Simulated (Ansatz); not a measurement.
Basis-set extrapolation for C$_{2}$H$_{8}$AlClSi, SMILES `[SiH3][CH2][AlH][CH2]Cl` (PBE0-D4/def2-TZVP geometry, frozen core, the Gaussian-basis code of Ansatz). Multiplicity 1, RHF reference.

```
                       def2-TZVPP    def2-QZVPP
                 HF  -1070.808271  -1070.840974
    MP2 correlation     -0.750129     -0.806945
CCSD(T) correlation     -0.852480       not run
```

Energies in hartree. Use E(X) = E(∞) + A·exp(−7.88·√X) for Hartree–Fock and E(X) = E(∞) + B·X^(−2.97) for correlation, with X = 3 and 4, and add CCSD(T) minus MP2 of the smaller set to the MP2 limit.

Question: What is the CCSD(T) energy at the basis-set limit?

Answer: HF limit: -1070.840974 + (-0.032703) × 0.13774 = -1070.84548. MP2 limit: -0.806945 + (-0.056816) × 0.74074 = -0.84903. Higher-order term: -0.852480 − (-0.750129) = -0.10235. Total: -1071.79686 hartree, 357.4 kJ/mol below CCSD(T)/def2-TZVPP.
